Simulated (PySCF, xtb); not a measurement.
silane (H₄Si), SMILES [SiH4].

GFN2-xTB run with xtb at its own geometry gives an orbital gap of 6.71 eV and a dipole moment of 0.00 D.

Geometry: TPSSh-D3(BJ)/def2-TZVPD.

Task: What does B3LYP/def2-TZVPD (PySCF) give? (The exact figures need the calculation; the answer reports its results.)

Result: gap 9.81 eV (levels -9.67 and 0.14 eV), dipole 0.00 D.
